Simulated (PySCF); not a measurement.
Members of the series CXY, Y = hydroxy; each row names its spin state. Isolated molecules, 0 K electronic values unless said otherwise. One relaxed conformer stands for each flexible species; it need not be the lowest. Strings in code marks are SMILES.

The HOMO from two functionals at the same geometries (PBE0-D3(BJ)/def2-TZVP), both in PySCF: PBE-D3(BJ)/def2-TZVP and PBE0-D3(BJ)/def2-TZVP. 

| species | PBE-D3(BJ)/def2-TZVP (eV) | PBE0-D3(BJ)/def2-TZVP (eV) |
|---|---|---|
| X = amino, multiplicity 1 (`N[C]O` (lower singlet; N–C–O–H torsion 180°)) | -4.79 | -6.23 |
| X = ethynyl, multiplicity 1 (`C([C]O)#C` (lower singlet)) | -5.03 | -6.39 |
| X = mercapto, multiplicity 1 (`S[C]O` (lower singlet; H–O–C–S torsion 0°, O–C–S–H torsion 180°)) | -5.27 | -6.61 |
| X = vinyl, multiplicity 1 (`C=C[C]O` (lower singlet; C–C–C–O torsion -180°, C–C–O–H torsion 0°)) | -4.79 | -6.13 |
| X = isocyano, multiplicity 1 (`[C-]#[N+][C]O` (lower singlet)) | -6.43 | -7.78 |
| X = H, multiplicity 1 (`[CH]O` (lower singlet; H–C–O–H torsion 0°)) | -4.98 | -6.41 |

Over these rows, drawn at random from the members with no instability flagged (it was tested for open shells, ions and some series alone), PBE minus PBE0-D3(BJ): mean +1.38 eV, from +1.34 eV to +1.44 eV.
